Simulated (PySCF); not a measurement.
UHF on Tl³⁺ (thallium, charge +3)

Configuration: [Xe] 4f14 5d10, closed-shell 1S. All numbers are calculated (PySCF 2.14, a scalar-relativistic core potential, in aug-cc-pVDZ-PP with ECP60MDF).

| Quantity | Value |
| --- | --- |
| Total energy | -169.617929 hartree |
| One-electron energy | -279.4923 hartree |
| Hartree (Coulomb) energy | 123.2272 hartree |
| Exchange energy | -13.3528 hartree |
| ⟨S²⟩ | 0.0000 |
| ⟨L²⟩ | 0.000 |
| Sum of ⟨r⟩ | 21.59 bohr |
| Sum of ⟨r²⟩ | 29.65 bohr² |

```tsv
shell	electrons	mean orbital energy (eV)	rms radius, mean of both spins (bohr)
5s	2	-182.78	0.952
5p	6	-123.76	1.08
5d	10	-51.758	1.44
```

Energies and moments cover only the electrons outside the core potential. Spin-orbit coupling, which splits the p, d and f shells strongly at this Z, is absent.
